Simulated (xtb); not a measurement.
CH3O3Re, charge -1, doublet, at a GFN2-xTB geometry (such geometries of metal compounds can be far from the true shape) (the multiplicity is a formal guess), atoms displaced at random by about 0.06 Å a coordinate; GFN2-xTB in xtb.

xtb was given this input:
```
$ xtb mol.xyz --gfn 2 --chrg -1 --uhf 1 --opt --json

# file mol.xyz
8

Re     0.16198569    -0.00380693    -0.11050520
O      1.38052636     0.84108725    -0.63253351
O      0.70415560    -1.24050779     1.05838505
O     -1.43086042    -0.66399390    -0.64502985
C     -0.86435079     1.78841849     0.65366463
H     -0.22576840     2.36300375     1.26803600
H     -1.79431146     1.51601350     1.17706542
H     -1.29199498     2.35414245    -0.30373238
```

Output, abridged:

```
   ID    Z sym.   atoms
    1   75 Re     1
    2    8 O      2-4
    3    6 C      5
    4    1 H      6-8

           -------------------------------------------------
          |                Calculation Setup                |
           -------------------------------------------------

           -------------------------------------------------
          |                 G F N 2 - x T B                 |
           -------------------------------------------------

          ...................................................
          :                      SETUP                      :
          :.................................................:
          :  # basis functions                  29          :
          :  # atomic orbitals                  28          :
          :  # shells                           14          :
          :  # electrons                        33          :
          :  max. iterations                   250          :
          :  Hamiltonian                  GFN2-xTB          :
          :  restarted?                      false          :
          :  GBSA solvation                  false          :
          :  PC potential                    false          :
          :  electronic temp.          300.0000000     K    :
          :  accuracy                    1.0000000          :
          :  -> integral cutoff          0.2500000E+02      :
          :  -> integral neglect         0.1000000E-07      :
          :  -> SCF convergence          0.1000000E-05 Eh   :
          :  -> wf. convergence          0.1000000E-03 e    :
          :  Broyden damping             0.4000000          :
          :  net charge                         -1          :
          :  unpaired electrons                  1          :
          ...................................................

 iter      E             dE          RMSdq      gap      omega  full diag
   1    -18.9538351 -0.189538E+02  0.118E+01    1.60       0.0  T
   2    -18.9235387  0.302964E-01  0.135E+01    1.20       1.0  T
   3    -19.3827488 -0.459210E+00  0.397E+00    1.36       1.0  T
   4    -19.4035648 -0.208160E-01  0.213E+00    1.42       1.0  T
   5    -19.4050990 -0.153419E-02  0.116E+00    1.43       1.0  T
   6    -19.4047639  0.335152E-03  0.869E-01    1.43       1.0  T
   7    -19.4065718 -0.180797E-02  0.192E-01    1.43       1.0  T
   8    -19.4065937 -0.219053E-04  0.174E-01    1.42       1.0  T
   9    -19.4066070 -0.132478E-04  0.994E-02    1.42       1.0  T
  10    -19.4066267 -0.197423E-04  0.405E-02    1.43       1.0  T
  11    -19.4066295 -0.275143E-05  0.168E-02    1.43       2.1  T
  12    -19.4066297 -0.245476E-06  0.870E-03    1.43       4.1  T
  13    -19.4066298 -0.524361E-07  0.642E-03    1.43       5.5  T
  14    -19.4066298 -0.308391E-07  0.321E-03    1.43      11.0  T
  15    -19.4066298 -0.136869E-07  0.173E-03    1.43      20.4  T
  16    -19.4066298 -0.451546E-08  0.352E-04    1.43     100.4  T
  17    -19.4066298 -0.780638E-10  0.257E-04    1.43     137.6  T

   *** convergence criteria satisfied after 17 iterations ***

         :::::::::::::::::::::::::::::::::::::::::::::::::::::
         ::                     SUMMARY                     ::
         :::::::::::::::::::::::::::::::::::::::::::::::::::::
         :: total energy             -19.300483201987 Eh    ::
         :: gradient norm              0.223556484459 Eh/a0 ::
         :: HOMO-LUMO gap              1.427128624233 eV    ::
         ::.................................................::
         :: SCC energy               -19.406627211430 Eh    ::
         :: -> isotropic ES            0.202177132650 Eh    ::
         :: -> anisotropic ES          0.002636108639 Eh    ::
         :: -> anisotropic XC          0.001881841245 Eh    ::
         :: -> dispersion             -0.005417865729 Eh    ::
         :: repulsion energy           0.106144009443 Eh    ::
         :: add. restraining           0.000000000000 Eh    ::
[...]
 * total energy  :   -19.3004832 Eh     change       -0.1661036E-09 Eh
 * total energy  :   -19.3213949 Eh     change       -0.2091170E-01 Eh
 * total energy  :   -19.3244664 Eh     change       -0.3071540E-02 Eh
 * total energy  :   -19.3249870 Eh     change       -0.5205806E-03 Eh
 * total energy  :   -19.3252812 Eh     change       -0.2941768E-03 Eh
 * total energy  :   -19.3253263 Eh     change       -0.4511666E-04 Eh
 * total energy  :   -19.3253507 Eh     change       -0.2437437E-04 Eh
 * total energy  :   -19.3253528 Eh     change       -0.2086116E-05 Eh
 * total energy  :   -19.3253556 Eh     change       -0.2860727E-05 Eh
   *** GEOMETRY OPTIMIZATION CONVERGED AFTER 9 ITERATIONS ***
         :: total energy             -19.325355633559 Eh    ::
[...]
        12        2.0000           -0.2713175              -7.3829
        13        2.0000           -0.2506439              -6.8204
        14        2.0000           -0.2475330              -6.7357
        15        2.0000           -0.2459026              -6.6913
        16        2.0000           -0.2342832              -6.3752
        17        1.0000           -0.1577719              -4.2932 (HOMO)
        18                         -0.1140085              -3.1023 (LUMO)
        19                         -0.0992398              -2.7005
        20                         -0.0378205              -1.0291
        21                          0.0271217               0.7380
        22                          0.2860382               7.7835
        23                          0.3469253               9.4403
        24                          0.3486540               9.4874
        25                          0.5731360              15.5958
        26                          0.7860619              21.3898
        27                          0.8869008              24.1338
        28                          1.1355893              30.9010
      -------------------------------------------------------------
                  HL-Gap            0.0437634 Eh            1.1909 eV
             Fermi-level           -0.1659589 Eh           -4.5160 eV

     #   Z          covCN         q      C6AA      α(0)
     1  75 Re       3.130     0.386   481.140    54.109
     2   8 O        0.771    -0.467    23.102     6.442
     3   8 O        0.770    -0.451    22.775     6.396
     4   8 O        0.771    -0.467    23.102     6.442
     5   6 C        3.591    -0.112    23.359     7.003
     6   1 H        0.924     0.037     2.492     2.468
     7   1 H        0.924     0.037     2.492     2.469
     8   1 H        0.924     0.038     2.478     2.461

 Mol. C6AA /au·bohr⁶  :       2011.612471
 Mol. C8AA /au·bohr⁸  :     135193.628519
 Mol. α(0) /au        :         87.790418

Wiberg/Mayer (AO) data.
largest (>0.10) Wiberg bond orders for each atom

 ---------------------------------------------------------------------------
     #   Z sym  total        # sym  WBO       # sym  WBO       # sym  WBO
 ---------------------------------------------------------------------------
     1  75 Re   7.101 --     2 O    2.023     4 O    2.023     3 O    1.992
                             5 C    0.964
     2   8 O    2.350 --     1 Re   2.023     4 O    0.151     3 O    0.141
     3   8 O    2.356 --     1 Re   1.992     4 O    0.141     2 O    0.141
     4   8 O    2.350 --     1 Re   2.023     2 O    0.151     3 O    0.141
     5   6 C    3.983 --     1 Re   0.964     6 H    0.960     7 H    0.960
                             8 H    0.960
     6   1 H    0.999 --     5 C    0.960
     7   1 H    0.999 --     5 C    0.960
     8   1 H    0.999 --     5 C    0.960
 ---------------------------------------------------------------------------

Topologies differ in total number of bonds
Writing topology from bond orders to xtbtopo.mol

molecular dipole:
                 x           y           z       tot (Debye)
 q only:       -0.584       0.878       0.211
   full:       -0.558       0.833      -0.009       2.549
molecular quadrupole (traceless):
                xx          xy          yy          xz          yz          zz
 q only:       -3.570      -3.267       0.926      -2.027       3.675       2.644
  q+dip:       -3.467      -3.223       0.951      -2.159       3.861       2.516
   full:       -3.499      -3.362       1.094      -2.245       4.017       2.405

optimized geometry written to: xtbopt.xyz

           -------------------------------------------------
          | TOTAL ENERGY              -19.325355633559 Eh   |
          | GRADIENT NORM               0.000571498748 Eh/α |
          | HOMO-LUMO GAP               1.190862730072 eV   |
           -------------------------------------------------

normal termination of xtb
```
